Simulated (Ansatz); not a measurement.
System: BSiH$_{5}$, charge 0, singlet. BSiH5 (boranylsilane, SMILES [SiH3]B).
B3LYP-D3(BJ)/def2-TZVP minimum from Ansatz (an electronic-structure program):
```xyz
7

B     -0.7288    -1.2287     0.1642
H     -0.2899    -2.1254     0.8143
H     -1.8216    -1.3645    -0.2907
Si     0.2953     0.4836    -0.0764
H     -0.1018     1.3499     1.0705
H     -0.0451     1.2071    -1.3265
H      1.7676     0.3065    -0.0187
```

Hartree-Fock and CCSD(T) correlation energies in hartree (Ansatz). Open shells are spin-unrestricted; no spin-orbit coupling. Correlated methods leave the cores frozen. No relativity.

```
basis        X       E(HF)  E(corr, CCSD(T))
-----------  -  ----------  ----------------
cc-pV(T+d)Z  3  -316.50619          -0.28423
cc-pV(Q+d)Z  4  -316.51148          -0.29728
cc-pV(5+d)Z  5  -316.51252          withheld
```

Task: Fit E(corr) = E∞ + A/X³ to X = 3 and 4, predict X = 5, and compare with the run.

Result: A = (-0.28423 - (-0.29728))/(1/27 - 1/64) = 0.6095; E∞ = -0.29728 - A/64 = -0.30680; at X = 5, E∞ + A/125 = -0.30193. The run gave -0.30108, 0.85 mEh above the prediction. The same form on X = 4 and 5 gives E∞ = -0.30507, 1.74 mEh above the first estimate.
